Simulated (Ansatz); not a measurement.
`[OH][GeH2][TeH]` and `O[SiH2][TeH]` differ in one element.

Ansatz, PBE0-D4/def2-TZVP geometries, multiplicity 1. Each molecule was computed in one conformer, which needn't be the lowest.

Elements past krypton have def2 core potentials. Scalar relativity is left out up to krypton.

```json
{"property": "HOMO–LUMO gap (PBE0/def2-TZVPP) / eV", "`[OH][GeH2][TeH]`": "5.79"}
{"property": "LUMO energy (B3LYP/def2-TZVPP) / eV", "`[OH][GeH2][TeH]`": "-1.18"}
{"property": "HOMO energy (ωB97M-V/def2-TZVPP) / eV", "`[OH][GeH2][TeH]`": "-8.79"}
{"property": "LUMO energy (PBE/def2-TZVPP) / eV", "`[OH][GeH2][TeH]`": "-1.72"}
{"property": "HOMO–LUMO gap (ωB97M-V/def2-TZVPP) / eV", "`[OH][GeH2][TeH]`": "9.65"}
{"property": "HOMO–LUMO gap (B3LYP/def2-TZVPP) / eV", "`[OH][GeH2][TeH]`": "5.31"}
```

(1) What does the change do to each property? (Estimate.)

## Answers

(1) Ansatz gave: 
```csv
property,`O[SiH2][TeH]`,shift
HOMO–LUMO gap (PBE0/def2-TZVPP) / eV,6.02,0.23
LUMO energy (B3LYP/def2-TZVPP) / eV,-0.90,0.28
HOMO energy (ωB97M-V/def2-TZVPP) / eV,-8.76,0.03
LUMO energy (PBE/def2-TZVPP) / eV,-1.47,0.25
HOMO–LUMO gap (ωB97M-V/def2-TZVPP) / eV,9.91,0.26
HOMO–LUMO gap (B3LYP/def2-TZVPP) / eV,5.55,0.24
```

B3LYP here is the variant with VWN-RPA as its local correlation; programs differ in this.

Spin–orbit coupling is left out; it splits and shifts lone-pair levels of the heavy atoms by tenths of an eV.
